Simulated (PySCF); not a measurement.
Species: C₅H₄NO (doublet state).
Structure used (GFN2-xTB), in Å, numbered top down from 1:
```xyz
11
C5H4NO angstrom
N      2.9346    0.5572   -0.0032
C      1.7513    0.4509   -0.2730
C      0.4379    0.2165   -0.0759
C     -0.2425   -1.0198   -0.0881
C     -1.6021   -0.7067    0.0220
C     -1.6979    0.6549    0.0795
O     -0.4742    1.2346    0.0127
H      3.6338    0.6868   -0.7310
H      0.2172   -1.9834   -0.1525
H     -2.4160   -1.4030    0.0542
H     -2.5367    1.3146    0.1692
```

The hyperfine couplings belong to this conformer and change with its torsions.

As a line formula: `[H]/N=[C]/c1ccco1` [radical].

Computed with UKS B3LYP, pcH-1 on C H N O, non-relativistic, mean-field spin-orbit, GIAO in PySCF. The structure is a single GFN2-xTB conformer in the gas phase; no vibrational or solvent corrections. The geometry wasn't refined by DFT: couplings that depend on bond lengths, twists or pyramidal angles can differ widely from those at the functional's own minimum. The frame is twisted about the C2–C3 bond at this geometry (dihedral N1–C2–C3–C4 = -84°); couplings at other torsion angles weren't computed. No stability test was run, so a lower SCF solution isn't excluded. ⟨S²⟩ is 0.773 where a pure state has 0.75.

**Question.** Break the g tensor into its mass correction, gauge correction and orbital-Zeeman/spin–orbit terms.

**Answer.** 
```json
{"Δg (ppm)": "relativistic mass correction", "1": "-181", "2": "-181", "3": "-181"}
{"Δg (ppm)": "gauge correction", "1": "37", "2": "4", "3": "-18"}
{"Δg (ppm)": "orbital Zeeman/spin–orbit", "1": "-2169", "2": "41", "3": "1304"}
{"Δg (ppm)": "total", "1": "-2313", "2": "-136", "3": "1105"}
```

So g = 2.00001, 2.00218, 2.00342 and g_iso = 2.00187; the tensor is rhombic: the two nearest values differ by 36 % of g3 − g1. Axes: g1 points within 4° of the C2–C3 bond and g3 points within 4° of the C5–C6 bond.

**Question.** At 9.426 GHz, how far is the centre of the isotropic spectrum from where a free electron (g = 2.002319) resonates?

**Answer.** B = hν/(g μB) with μB/h = 13.99624 MHz/mT gives 336.34 mT for the free electron and 336.42 mT at g_iso, 0.08 mT higher.

**Question.** What are the electron Larmor frequencies g μB B/h along the three axes at 340 mT?

**Answer.** 9.5175, 9.5278, 9.5337 GHz for g1, g2 and g3, a range of 16.3 MHz.

**Question.** How much does each term add to the isotropic shift?

**Answer.** The orbital-Zeeman/spin–orbit term -275, the mass correction -181 and the gauge correction 8 ppm, for a total of -448 ppm. The orbital-Zeeman/spin–orbit term is the largest in size. The mass correction is the same along every axis, so the anisotropy comes from the other two: their spans along these axes are 55 (gauge) and 3473 ppm (orbital Zeeman/spin–orbit).

**Question.** In a frozen sample, at which fields do the three g values resonate at 9.5, 34, 94 and 263 GHz (hyperfine left aside), and which band first spreads them over more than twice a line width of 1.0 mT?

**Answer.** 
| band | GHz | B(g3) mT | B(g2) mT | B(g1) mT | spread mT |
| --- | --- | --- | --- | --- | --- |
| X | 9.5 | 338.80 | 339.01 | 339.38 | 0.58 |
| Q | 34.0 | 1212.54 | 1213.29 | 1214.61 | 2.07 |
| W | 94.0 | 3352.30 | 3354.38 | 3358.03 | 5.73 |
| J | 263.0 | 9379.32 | 9385.13 | 9395.35 | 16.03 |

The spread grows in proportion to the frequency. Q band is the first where it exceeds 2.0 mT.

The Mulliken spin populations are largest on C2 (+0.46), C4 (+0.37), C6 (+0.30) and C3 (-0.15). Three atoms exceed +0.15.

The HOMO–LUMO gaps are 3.21 eV among the α and 4.97 eV among the β orbitals.
